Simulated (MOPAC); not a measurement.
MOPAC input (PM3):

```
PM3 FORCE THERMO(298,298) PRECISE LET CHARGE=1 GEO-OK AUX(PRECISION=9) THREADS=1
CF3

F    -0.61405267 1    1.12316590 1    0.04173957 1
C    -0.00000030 1   -0.00000132 1   -0.00000006 1
F    -0.66630902 1   -1.09268121 1   -0.04881440 1
F     1.28036193 1   -0.03048365 1    0.00707487 1
```

**Question.** Which zero-point energy does it print?

**Answer.** 8.92 kcal/mol, from the harmonic wavenumbers of PM3.
